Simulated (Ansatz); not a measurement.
Ansatz results at the PBE0-D4/def2-TZVP geometry: HOMO energy (ωB97M-V/def2-TZVPP) -10.02 eV; HOMO energy (B3LYP/def2-TZVPP) -7.53 eV; HOMO energy (PBE/def2-TZVPP) -6.55 eV.

Each molecule was computed in one conformer, which needn't be the lowest.

Task: Which molecule gave them?
A. `[F][Ti]([SH])([Cl])[Cl]`
B. `[SeH][Ti]([SeH])([SeH])[SeH]`
C. `C#[C][Ti]([OH])([OH])[OH]`
D. `[NH2][Ti]([NH2])([NH2])[F]`

Result: C. The others give `[F][Ti]([SH])([Cl])[Cl]`: -10.47, -8.11, -7.14; `[NH2][Ti]([NH2])([NH2])[F]`: -9.60, -7.00, -5.85; `[SeH][Ti]([SeH])([SeH])[SeH]`: -9.47, -7.14, -6.30.

B3LYP here is the variant with VWN-RPA as its local correlation; programs differ in this.
